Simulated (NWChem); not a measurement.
Species: C$_{3}$H$_{7}$O, doublet; SMILES CC(C)[O]

```xyz
11

C     -0.6317     0.0839     1.2915
C      0.1315    -0.2773     0.0000
C     -0.6317     0.0839    -1.2915
O      1.4293     0.1038     0.0000
H     -0.7840     1.1820     1.3339
H     -1.6260    -0.4042     1.3295
H     -0.0436    -0.2178     2.1792
H      0.2347    -1.4116     0.0000
H     -0.7840     1.1820    -1.3339
H     -1.6260    -0.4042    -1.3295
H     -0.0436    -0.2178    -2.1792
```
Atoms are numbered in this order, from 1.

All runs: NWChem. Spin-unrestricted. In the optimisation the excess spin sits in a' (Cs, its own frame). Coordinates come from a PBE-D3(BJ)/def2-SVP, spin-unrestricted optimisation. No stability test was run on the SCF state. Fermi-contact couplings, non-relativistic, static geometry.

Predict the results for B3LYP/IGLO-II. Quantities: A(iso) 13C atom 2 (MHz); A(iso) 13C atom 3 (MHz); A(iso) 17O atom 4 (MHz); A(iso) 1H atom 8 (MHz); A(iso) 1H atom 9 (MHz); A(iso) 1H atom 10 (MHz); <S²>.


```
Item                     Result
-----------------------  ------
A(iso) 13C atom 2 (MHz)   -38.9
A(iso) 13C atom 3 (MHz)    19.3
A(iso) 17O atom 4 (MHz)   -39.9
A(iso) 1H atom 8 (MHz)      295
A(iso) 1H atom 9 (MHz)      4.3
A(iso) 1H atom 10 (MHz)    -2.5
<S²>                      0.754
```
